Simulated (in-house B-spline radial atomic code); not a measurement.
Configurations of Pd+, with energies counted from [Kr] 4d9. All numbers are computed (scalar-relativistic (X2C) PBE0, spin-polarised, spherical fractional occupations, exact exchange averaged over the configuration; Fermi nucleus of rms radius 4.5318 fm) with a radial B-spline atomic code at the basis-set limit, not measured. Shells without spins written out take the highest spin.

Occupations are held fixed; configurations that lie above the ionisation limit could autoionise.

```tsv
configuration	E - E(ref) (eV)	highest orbital	its <r> (bohr)
[Kr] 4d8 4f1	16.35	4f up	8.501
[Ar] 3d10 4s2 4p5 4d10	49.56	4d down	1.445
[Ar] 3d10 4s2 4p5 4d9 5p1	59.067	5p up	3.481
[Ar] 3d10 4s2 4p5 4d9 5d1	64.337	5d up	5.794
[Ar] 3d9 4s2 4p6 4d10	332.92	4d down	1.387
```

Task: Order these further configurations by energy, lowest first.
A. [Kr] 4d8 5f1
B. [Ar] 3d10 4s2 4p5 4d9 5f1
C. [Ar] 3d10 4s2 4p5 4d9 5s1
D. [Ar] 3d10 4s2 4p5 4d9 4f1
E. [Kr] 4d8 5s1

Result: E (3.5185 eV), A (17.555 eV), C (53.664 eV), D (66.579 eV), B (67.785 eV).
